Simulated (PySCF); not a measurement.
Ligands exchanged one at a time, Al I-SH. Gas-phase values, no solvent. One relaxed conformer stands for each flexible species; it need not be the lowest. Strings in code marks are SMILES.

The LUMO from two functionals at the same geometries (B3LYP-D3(BJ)/def2-TZVP), both in PySCF: PBE-D3(BJ)/def2-TZVP and B3LYP-D3(BJ)/def2-TZVP. B3LYP has the VWN-RPA correlation part, as in Gaussian. 

```csv
species,PBE-D3(BJ)/def2-TZVP (eV),B3LYP-D3(BJ)/def2-TZVP (eV)
0 of 3 I replaced by SH,-2.74,-2.21
1 of 3 I replaced by SH (`[SH][Al]([I])[I]` (H–S–Al–I torsion 180°)),-2.37,-1.81
2 of 3 I replaced by SH,-2.02,-1.44
3 of 3 I replaced by SH (`[SH][Al]([SH])[SH]`),-1.50,-0.89
```

Over these rows, drawn at random from the members with no instability flagged (it was tested for open shells, ions and some series alone), PBE minus B3LYP-D3(BJ): mean -0.57 eV, from -0.61 eV to -0.53 eV.
